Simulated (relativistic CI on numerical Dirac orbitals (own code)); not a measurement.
Method of calculation: Dirac-Coulomb-Breit CI, KLI orbitals optimised for each configuration, model QED, unscaled Slater integrals (own radial code, finite nucleus).

The strongest absorption lines from the ground level of an ion, among the configurations computed and to levels below about 1270 eV (vacuum wavelength in nm, gf): 1.6411 (0.81), 1.6593 (0.77), 1.6662 (1.1), 1.7492 (0.045), 1.8825 (0.21), 3.0951 (0.78), 3.1298 (0.38), 3.3910 (0.041).

**Question.** Which ion is it?
A. Ra71+
B. Er51+
C. Bi66+
D. Pt61+

**Answer.** D. Pt61+ has 17 electrons and the ground level 3s²3p⁵ ²P°3/2; the strongest line goes to 3s²3p⁴3d ²D5/2. The pattern of lines fixes the number of electrons, and along that sequence the line energies rise steadily with the charge (about as its square where n changes within one kind of shell, about linearly where n is kept but much faster in heavy ions where fine structure, which grows about as Z⁴, sets the gap, and irregularly where shells cross), which fixes Z. Configurations outside the model, such as inner-shell arrays, can give stronger lines. At this charge energies of transitions that change n are usually good to better than 1 %, and those within a shell (Δn = 0) to a few per cent.

LS names give the leading component of a level, which can be under half, so a name can repeat, a term be missing and a line seem to break the LS rules.
